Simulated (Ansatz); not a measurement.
Geometry optimisation, RKS BLYP-D4/cc-pVDZ (Ansatz 0.2.0).

Input:

```yaml
crystal:
  periodic: [false, false, false]
  atoms:
    - { symbol: B, position_ang: [1.9425, -0.6044, -1.6037] }
    - { symbol: O, position_ang: [1.6918, 0.1817, -0.3719] }
    - { symbol: Si, position_ang: [-0.0217, 0.107, -0.0201] }
    - { symbol: C, position_ang: [-0.4275, -1.6368, 0.3982] }
    - { symbol: "N", position_ang: [-0.9597, 0.7102, -1.3993] }
    - { symbol: Si, position_ang: [-0.3846, 1.3978, 1.781] }
    - { symbol: H, position_ang: [1.8698, 0.0027, -2.651] }
    - { symbol: H, position_ang: [2.1967, -1.6938, -1.5879] }
    - { symbol: H, position_ang: [0.1272, -2.0129, 1.277] }
    - { symbol: H, position_ang: [-0.3657, -2.2936, -0.4653] }
    - { symbol: H, position_ang: [-1.5785, -1.6571, 0.7267] }
    - { symbol: H, position_ang: [-0.6706, 1.7238, -1.5069] }
    - { symbol: H, position_ang: [-2.0078, 0.7435, -1.087] }
    - { symbol: H, position_ang: [0.3756, 0.8939, 2.9375] }
    - { symbol: H, position_ang: [-0.0001, 2.7539, 1.4889] }
    - { symbol: H, position_ang: [-1.8102, 1.3612, 2.128] }
basis:
  gaussian: { orbitals: cc-pVDZ }
hamiltonian:
  xc: blyp
  dispersion: d4
relax:
  f_tol: 0.015
  max_steps: 40
```

Run as:

```bash
$ ansatz run input.yaml --threads 2 --pin off --max-ram 3072MiB --backend cpu --events-out ev --progress --plain --runs-dir out
```

Question: Where does it end, and by what steps?

Answer: The forces met the threshold. The force dipped under the threshold on the way, but the program's further checks kept it going. After 22 steps the energy has fallen by 1.290 eV; H7 moved furthest, 1.54 Å.

| step | energy less start (eV) | largest force component (eV/Å) | accepted |
| --- | --- | --- | --- |
| 0 | 0.0000 | 4.200 | yes |
| 1 | -0.7319 | 1.751 | yes |
| 2 | -0.9256 | 0.986 | yes |
| 3 | -0.9698 | 0.554 | yes |
| 4 | -1.0492 | 0.419 | yes |
| 5 | -1.1062 | 0.406 | yes |
| 6 | -1.1633 | 0.297 | yes |
| 7 | -1.2144 | 0.271 | yes |
| 8 | -1.2557 | 0.145 | yes |
| 9 | -1.2696 | 0.449 | yes |
| 10 | -1.2832 | 0.126 | yes |
| 11 | -1.2789 | 0.467 | no |
| 12 | -1.2840 | 0.138 | yes |
| 13 | -1.2868 | 0.106 | yes |
| 14 | -1.2879 | 0.096 | yes |
| 15 | -1.2885 | 0.090 | yes |
| 16 | -1.2890 | 0.088 | yes |
| 17 | -1.2892 | 0.063 | yes |
| 18 | -1.2897 | 0.044 | yes |
| 19 | -1.2898 | 0.023 | yes |
| 20 | -1.2899 | 0.008 | yes |
| 21 | -1.2900 | 0.010 | yes |
| 22 | -1.2900 | 0.010 | yes |

```xyz
16
Properties=species:S:1:pos:R:3
B 2.245 -0.478 -1.270
O 1.221 0.368 -0.979
Si -0.302 0.130 -0.179
C -0.654 -1.690 0.189
N -1.487 0.679 -1.362
Si -0.102 1.462 1.774
H 3.200 -0.017 -1.868
H 2.206 -1.652 -0.937
H 0.130 -2.120 0.844
H -0.687 -2.279 -0.750
H -1.629 -1.797 0.709
H -1.496 1.684 -1.575
H -2.454 0.378 -1.190
H 1.028 1.007 2.663
H 0.138 2.903 1.400
H -1.379 1.399 2.576
```

Whether the end is a true minimum wasn't checked by a vibrational analysis.

Run time: 98 s on 2 threads of Arm Neoverse V1 (shared host), peak memory 0.22 GiB.
